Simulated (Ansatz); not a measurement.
Species: TaH$_{5}$, net charge 0, singlet state. 
Coordinates optimised at B3LYP-D3(BJ)/def2-TZVP (Ansatz, a first-principles code):
```xyz
6

Ta     0.0187     0.0004     0.0012
H     -0.8738    -0.6370     1.3777
H     -0.8649     1.4146     0.5641
H     -0.7209    -1.4493    -0.6688
H     -0.7121     0.6023    -1.4824
H      1.8082     0.0395     0.1193
```

Dipole moments at this geometry, in debye (magnitudes).

```json
[
 {"level": "SVWN5/def2-TZVPD", "program": "Ansatz", "dipole (D)": "?"},
 {"level": "PBE/def2-TZVPD", "program": "Ansatz", "dipole (D)": "1.63"},
 {"level": "LC-wPBE/def2-TZVPD", "program": "Ansatz", "dipole (D)": "1.85"},
 {"level": "wB97M-V/def2-TZVPD", "program": "Ansatz", "dipole (D)": "1.78"},
 {"level": "wB97X-V/def2-TZVPD", "program": "Ansatz", "dipole (D)": "1.82"},
 {"level": "CCSD(T)/def2-SVPD", "program": "Ansatz", "dipole (D)": "?"}
]
```

Complete the blanks.


- SVWN5/def2-TZVPD, dipole (D): 1.54
- CCSD(T)/def2-SVPD, dipole (D): 1.76
